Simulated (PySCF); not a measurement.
Job file and geometry (Å, from GFN2-xTB) of an NMR shielding run on `C(C(BC)(C)C)SC`, C6H15BS, PySCF, GIAO PBE0/pcSseg-1 NMR shielding, non-relativistic, gas phase; density fitting, a coarse starting grid and PySCF grid level 2 are the driver's defaults:

```
$ OMP_NUM_THREADS=1 python probes_run.py task.json out

{"job": {"kind": "nmr", "xc": "PBE0", "basis": "pcSseg-1"}, "charge": 0, "multiplicity": 1}
C     -0.721943     2.161459     0.902542
B     -1.379328     0.930140     0.187331
C     -0.754808    -0.540616     0.281407
C     -0.978608    -1.078534     1.708242
C     -1.396169    -1.520706    -0.709127
C      0.755943    -0.510523     0.027265
S      1.132264     0.261785    -1.588665
C      2.920800     0.485814    -1.363598
H      0.046619     1.925826     1.634999
H     -1.463596     2.796075     1.384977
H     -0.256838     2.785883     0.137883
H     -2.370144     1.094288    -0.415812
H     -0.572044    -2.084906     1.801094
H     -2.042772    -1.117155     1.929087
H     -0.499384    -0.442186     2.448624
H     -2.467158    -1.590523    -0.536624
H     -1.232642    -1.182083    -1.729504
H     -0.965049    -2.516068    -0.603448
H      1.265715     0.085937     0.783952
H      1.178091    -1.518643     0.019460
H      3.297156     0.967705    -2.259674
H      3.102595     1.117042    -0.497507
H      3.396547    -0.483027    -1.236084
```

Q: Write the output of this run.

A: 
```
coarse grid: 18528 points
cycle   1  E = -660.0623153303  dE =  5.101e-01  |g| = 4.734e-01  |ddm| = 4.070e+00
cycle   2  E = -660.0581236327  dE =  4.192e-03  |g| = 5.028e-01  |ddm| = 9.540e-01
cycle   3  E = -660.1249747127  dE = -6.685e-02  |g| = 4.675e-02  |ddm| = 5.126e-01
cycle   4  E = -660.1253432691  dE = -3.686e-04  |g| = 2.889e-02  |ddm| = 9.270e-02
cycle   5  E = -660.1255508283  dE = -2.076e-04  |g| = 5.068e-03  |ddm| = 3.442e-02
cycle   6  E = -660.1255567951  dE = -5.967e-06  |g| = 1.784e-03  |ddm| = 6.834e-03
final grid: 170784 points
cycle   7  E = -660.1764653344  dE = -7.398e-05  |g| = 1.185e-02  |ddm| = 4.855e-02
cycle   8  E = -660.1764492502  dE =  1.608e-05  |g| = 1.428e-02  |ddm| = 2.331e-02
cycle   9  E = -660.1765009187  dE = -5.167e-05  |g| = 9.303e-04  |ddm| = 1.367e-02
cycle  10  E = -660.1765011282  dE = -2.095e-07  |g| = 3.073e-04  |ddm| = 1.523e-03
cycle  11  E = -660.1765011503  dE = -2.212e-08  |g| = 8.179e-05  |ddm| = 3.115e-04
cycle  12  E = -660.1765011519  dE = -1.538e-09  |g| = 2.867e-05  |ddm| = 1.133e-04
cycle  13  E = -660.1765011521  dE = -2.115e-10  |g| = 4.819e-06  |ddm| = 3.638e-05
converged SCF energy = -660.1765011521

GIAO shielding tensors (ppm)
atom      isotropic    diamagn.    paramagn.     s11        s22        s33       span
  0 C      175.207     252.942     -77.735    147.264    183.912    194.444     47.180
  1 B        9.398     192.054    -182.656    -60.638    -25.446    114.277    174.915
  2 C      152.131     246.621     -94.490    133.850    148.996    173.547     39.697
  3 C      162.235     247.494     -85.260    139.805    158.399    188.500     48.694
  4 C      156.710     247.855     -91.145    130.984    157.618    181.527     50.543
  5 C      132.789     253.946    -121.157    101.823    131.502    165.041     63.218
  6 S      562.139    1059.545    -497.406    426.642    485.543    774.231    347.589
  7 C      163.978     251.461     -87.484    147.255    158.429    186.249     38.994
  8 H       30.458      33.468      -3.011     26.967     31.745     32.661      5.694
  9 H       30.574      28.899       1.674     26.725     27.724     37.272     10.548
 10 H       30.567      30.539       0.028     25.508     30.247     35.947     10.439
 11 H       24.056      31.909      -7.853     17.925     26.332     27.911      9.985
 12 H       30.823      31.254      -0.431     27.592     28.532     36.345      8.752
 13 H       30.941      30.600       0.341     26.586     28.054     38.182     11.596
 14 H       30.786      31.740      -0.954     25.823     29.758     36.776     10.954
 15 H       30.397      31.171      -0.774     26.637     27.451     37.103     10.466
 16 H       29.739      31.472      -1.733     24.257     30.093     34.867     10.609
 17 H       31.074      31.711      -0.637     27.622     29.042     36.558      8.936
 18 H       29.095      36.481      -7.386     25.574     29.837     31.874      6.300
 19 H       29.136      34.964      -5.828     25.126     29.388     32.894      7.768
 20 H       29.795      29.073       0.722     24.670     26.269     38.446     13.775
 21 H       29.647      31.377      -1.731     24.096     28.521     36.324     12.228
 22 H       29.636      30.149      -0.513     24.296     27.367     37.246     12.950
```

Size and cost of the density-fitted run: 218 basis functions, 99 s wall time on 1 thread of an Arm Neoverse N1, shared host; peak memory 1 GiB.
